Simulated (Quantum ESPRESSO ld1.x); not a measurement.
Results of a calculation; reference values are marked as such.
Species: S7+. Configuration: [He] 2s2 2p5 (the NIST ground configuration).

Level of theory: scalar-relativistic Kohn-Sham, BLYP, spin-unpolarised, spherical densities, point nucleus (ld1.x of Quantum ESPRESSO 7.5).

Energy parts (hartree):
part                    energy
total                 -378.692
kinetic                380.365
electron-nucleus      -849.902
Hartree                112.345
exchange-correlation   -21.500

Orbitals (lengths in bohr, moments of r in powers of bohr; r(max) is where P^2 peaks; r(90%) holds 90 % of the orbital's charge):
orbital	occ.	eigenvalue (hartree)	r(max)	r(90%)	<r^2>
1s	2	-94.7593	0.064	0.173	0.01260
2s	2	-13.2239	0.381	0.720	0.2534
2p	5	-11.3041	0.317	0.692	0.2175
3s	0	-4.4344	1.18	1.84	1.826
3p	0	-3.9272	1.21	1.91	1.930
3d	0	-3.2421	1.10	1.94	1.876

The highest occupied level is 2p at -307.60 eV. Summed over all electrons, <r^2> = 1.619 bohr^2, which gives a Langevin (diamagnetic) susceptibility term of -1.28 x 10^-6 cm^3/mol.
